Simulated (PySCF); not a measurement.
# BiB⁺: from constants to spectrum

UHF-CCSD(T) constants of BiB⁺, ⁴Σ⁻ (quartet), unpaired electrons σ ↑, π ↑↑ (Bi def2-SVPD with ECP60, B def2-SVPD; scalar-relativistic core potentials (PySCF 2.14); masses 208.9804 and 11.0093 u):

| Property | Result |
| --- | --- |
| ωe | 430.6 cm⁻¹ |
| ωexe | 4.82 cm⁻¹ |
| Be | 0.29729 cm⁻¹ |
| αe | 0.00368 cm⁻¹ |
| D (centrifugal) | 5.67e-07 cm⁻¹ |

**Question.** Give the vibrational terms G(v) and spacings up to v = 6.

**Answer.** G(v) = ωe(v+½) − ωexe(v+½)².

| v | G(v) (cm⁻¹) | G(v) − G(v−1) | Bv (cm⁻¹) |
| --- | --- | --- | --- |
| 0 | 214 |  | 0.2954 |
| 1 | 635 | 421 | 0.2918 |
| 2 | 1046 | 411 | 0.2881 |
| 3 | 1448 | 402 | 0.2844 |
| 4 | 1840 | 392 | 0.2807 |
| 5 | 2222 | 382 | 0.2771 |
| 6 | 2595 | 373 | 0.2734 |

Correlated steps freeze 5 core orbitals. Spin–orbit coupling is left out, which matters for elements this heavy, above all for dissociation energies. The state is the lowest determinant that a PBE0 search found; another state may lie lower at other levels.
